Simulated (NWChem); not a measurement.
System meant: SiH$_{3}$O$_{3}$I; SMILES I[Si](O)(O)O

Input file for NWChem:

```
start job
memory heap 200 mb stack 900 mb global 1100 mb
geometry units angstroms noautoz
  O      0.044700     1.545565    -1.851396
  Si     0.000000     0.000000    -1.311560
  O      1.316148    -0.811494    -1.851396
  O     -1.360849    -0.734071    -1.851396
  I      0.000000     0.000000     1.154676
  H      0.763358     2.105261    -1.542154
  H      1.441531    -1.713718    -1.542154
  H     -2.204889    -0.391543    -1.542154
end
basis spherical
  * library def2-svp
end
ecp
  I library def2-ecp
end
dft
  odft
  mult 2
  xc pbe0
  iterations 150
  mulliken
end
task dft energy
```

End of the output:

```
                                 NWChem DFT Module
                                 -----------------

 Summary of "ao basis" -> "ao basis" (spherical)
 ------------------------------------------------------------------------------
       Tag                 Description            Shells   Functions and Types
 ---------------- ------------------------------  ------  ---------------------
 O                          def2-svp                 6       14   3s2p1d
 Si                         def2-svp                 8       18   4s3p1d
 I                          def2-svp                10       26   4s4p2d
 H                          def2-svp                 3        5   2s1p

 Summary of "ao basis" -> "ao basis" (spherical)
 ------------------------------------------------------------------------------
       Tag                 Description            Shells   Functions and Types
 ---------------- ------------------------------  ------  ---------------------
 O                          def2-svp                 6       14   3s2p1d
 Si                         def2-svp                 8       18   4s3p1d
 I                          def2-svp                10       26   4s4p2d
 H                          def2-svp                 3        5   2s1p

      Symmetry analysis of basis
      --------------------------

        a          37
        e+         32
        e-         32

  Rotation of axis
  number of electrons :                   66
  multiplicity        :                    2
 ------------------------------------------------------------------------
  no. of electrons and multiplicity not compatible                  66
 ------------------------------------------------------------------------
 ------------------------------------------------------------------------
  current input line :
    26: task dft energy
 ------------------------------------------------------------------------
 ------------------------------------------------------------------------
 There is an error in the input file
 ------------------------------------------------------------------------
 For more information see the NWChem manual at https://nwchemgit.github.io

0: no. of electrons and multiplicity not compatible:Received an Error in Communication
```

Q: Can this run be used? If not, why, and what is the fix?

A: The program refused the input. Cause: the multiplicity doesn't fit the number of electrons (an even count wants an odd multiplicity, and the reverse). This input runs:
```
start job
memory heap 200 mb stack 900 mb global 1100 mb
geometry units angstroms noautoz
  O      0.044700     1.545565    -1.851396
  Si     0.000000     0.000000    -1.311560
  O      1.316148    -0.811494    -1.851396
  O     -1.360849    -0.734071    -1.851396
  I      0.000000     0.000000     1.154676
  H      0.763358     2.105261    -1.542154
  H      1.441531    -1.713718    -1.542154
  H     -2.204889    -0.391543    -1.542154
end
basis spherical
  O library def2-svp
  Si library def2-svp
  I library def2-svp
  H library def2-svp
end
ecp
  I library def2-ecp
end
dft
  xc pbe0
  iterations 150
  mulliken
end
task dft energy
```
It converges to -814.23934 Ha (PBE0/def2-SVP with def2 effective core potentials on I).
